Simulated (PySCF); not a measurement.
SMILES [I][SnH]([I])[I] (HI3Sn), B3LYP/def2-SVP optimised geometry.

```
5

Sn    -0.41    -1.28     0.00
I     -1.31     1.28     0.00
I     -1.31    -2.56     2.22
I     -1.30    -2.57    -2.22
H      1.31    -1.28     0.00
```

Density from B3LYP/def2-TZVP, def2 effective core potentials past Kr in PySCF at that geometry. The core electrons that the potentials of I, Sn replace are not part of the density.

Minimum of the electron density along straight lines between bonded atoms, close to the bond critical point (lines longer than 1.1 times the sum of covalent radii, or with two minima, are not listed):

```tsv
bond	length / Å	ρ at the minimum / e bohr⁻³	∇²ρ there / e bohr⁻⁵	position (fraction from the first atom)
Sn1–I2	2.718	0.064	0.04	0.46
Sn1–I3	2.718	0.064	0.04	0.46
Sn1–I4	2.718	0.064	0.04	0.46
Sn1–H5	1.718	[?]	[?]	0.63
```

Problem. Some entries are withheld; supply them.

Solution. 
- Sn1–H5, ρ at the minimum / e bohr⁻³: 0.113
- Sn1–H5, ∇²ρ there / e bohr⁻⁵: 0.05
